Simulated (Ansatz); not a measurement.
`C[S][Zn][CH](C)C`, charge 0, multiplicity 1.

**Question.** Give a relaxed structure at PBE0-D4/def2-TZVP (Ansatz). (An estimate is asked.)

**Answer.** Computed: 
Cartesian coordinates in Å:
```
C 2.274 -1.832 1.951
S 0.947 -0.905 2.792
Zn -0.156 -0.058 1.115
C -1.175 0.713 -0.376
C -0.572 2.022 -0.875
C -1.357 -0.279 -1.520
H 2.920 -1.177 1.368
H 2.874 -2.297 2.734
H 1.876 -2.620 1.312
H -2.164 0.931 0.046
H 0.430 1.877 -1.290
H -0.492 2.775 -0.086
H -1.186 2.454 -1.677
H -1.849 -1.202 -1.201
H -1.969 0.157 -2.321
H -0.400 -0.559 -1.973
```
This is one stationary point; other conformers may exist.
